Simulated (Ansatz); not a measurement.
```yaml
crystal:
  periodic: [false, false, false]
  atoms:
    - {symbol: O, position_ang: [-0.677691, 0.917449, 0.450034]}
    - {symbol: C, position_ang: [-0.170796, -0.283842, 0.089828]}
    - {symbol: O, position_ang: [1.197138, -0.231426, -0.082248]}
    - {symbol: I, position_ang: [-0.951014, -1.033914, -1.777294]}
    - {symbol: H, position_ang: [-0.430349, 1.560428, -0.238326]}
    - {symbol: H, position_ang: [-0.515386, -1.042499, 0.821953]}
    - {symbol: H, position_ang: [1.559306, 0.053272, 0.777193]}
basis:
  gaussian: {orbitals: def2-mTZVP}
total_charge: 1
magnetization: {spin_polarized: true, initial_magnetization: 1}
hamiltonian: {xc: {name: B2GP-PLYP}}
output: {forces: true}
```

```sh
$ ansatz run in.yaml --threads 2 --pin off --events-out ev --progress --plain --max-ram 4352MiB
```

It prints (some lines left out):

```
Functional definition: B2GP-PLYP
1042 factors; integrals over basis functions are off by at most 1.2e-3 eV
mean field evaluation 1: about -13236.7264 eV, gradient 5.4e1 eV
mean field evaluation 2: about -13236.7810 eV, gradient 5.4e1 eV
mean field evaluation 4: about -13246.7355 eV, gradient 1.2e1 eV
mean field evaluation 8: about -13247.6088 eV, gradient 9.8e-1 eV
mean field evaluation 16: about -13247.6239 eV, gradient 1.1e-1 eV
mean field evaluation 32: about -13247.6778 eV, gradient 1.1e0 eV
mean field -13247.69119749 eV, -486.8436719000 hartree, gradient 2.6e-6 eV, S^2 0.755682; 2 other end points of the search recorded, 0 dependent functions left out
7 core orbitals not correlated: weight in the atoms' cores, before any rotation towards them, 1.000 or more for the frozen orbitals, at most 0.000 for the correlated occupied ones
reference -13247.69129570 eV, -486.8436755092 hartree; 18, 17 occupied and 87, 88 virtual orbitals, 1042 factors
second order -21.07353444 eV of doubles, -0.00000000 eV of singles
Total energy: -13255.27776810 eV, -487.1224732276 hartree
Atom 0 at    -0.677691     0.917449     0.450034 Å, force    -0.853983    -0.366764    -0.914303 eV/Å
Atom 1 at    -0.170796    -0.283842     0.089828 Å, force     1.090000     0.404672     3.010851 eV/Å
Atom 2 at     1.197138    -0.231426    -0.082248 Å, force    -0.434229    -0.474077    -0.502859 eV/Å
Atom 3 at    -0.951014    -1.033914    -1.777294 Å, force    -0.371970    -0.407645    -1.315851 eV/Å
Atom 4 at    -0.430349     1.560428    -0.238326 Å, force     0.151725     0.426167     0.354651 eV/Å
Atom 5 at    -0.515386    -1.042499     0.821953 Å, force     0.187780     0.492569    -0.526325 eV/Å
Atom 6 at     1.559306     0.053272     0.777193 Å, force     0.230676    -0.074922    -0.106163 eV/Å
Dipole moment:     0.074387     0.118955     0.207514 e Å
```

It took 11 s on 2 threads of an INTEL XEON PLATINUM 8581C on a shared host, with 0.47 GiB of host memory at the peak.
